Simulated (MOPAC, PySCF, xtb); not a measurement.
Scan of H6Ge2, singlet: internal rotation, threefold axis kept, other coordinates relaxed. Scanned: torsion (0 = eclipsed). Other coordinates (Ge-Ge length, H-Ge-Ge angle, H-Ge-Ge angle, Ge-H length, Ge-H length) were minimised at B3LYP/def2-TZVP.

PM3, restricted, heats of formation (MOPAC); GFN1-xTB (xtb); RKS-BP86/6-31G* = restricted BP86/6-31G*, spherical d in PySCF.

Energies in kcal/mol, each method relative to its own lowest point.

```tsv
at / °	PM3	GFN1-xTB	RKS-BP86/6-31G*
0	___	0.34	0.57
10	0.29	0.32	___
20	0.26	0.28	0.43
30	___	0.22	0.28
40	0.07	___	___
50	0.03	0.04	0.03
60	0.00	0.00	0.00
```

Q: Some entries are withheld; supply them.

A: 
- 0, PM3: 0.30
- 10, RKS-BP86/6-31G*: 0.54
- 30, PM3: 0.17
- 40, GFN1-xTB: 0.09
- 40, RKS-BP86/6-31G*: 0.15
